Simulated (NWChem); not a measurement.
Atomisation of BCl₂

```
B
Cl 1 1.7282
Cl 1 1.7282 2 124.61
```
Charge 0, spin multiplicity 2.

Program: NWChem. Structure: optimised with UPBE0/def2-SVP, a minimum by its harmonic frequencies.

Basis set: def2-TZVP. The atomisation energy is electronic alone: no zero-point, thermal, spin-orbit or counterpoise terms. No value is extrapolated to the basis-set limit. Free atoms are single determinants with multiplicities Cl 2, B 2.

The structure started from a generated list of species. The unpaired electrons of the parent sit in orbitals of symmetry a1 (C2v labels of the run); other states weren't searched. No SCF solution was tested for a lower state. Open-shell Hartree-Fock references start from PBE0 orbitals.

**Question.** One of these methods gave an atomisation energy of 202.1 kcal/mol. Which?
A) CAM-B3LYP
B) HF
C) TPSS
D) PBE

**Answer.** A, CAM-B3LYP. The others give 217.5 (PBE), 156.3 (HF), 207.3 (TPSS).
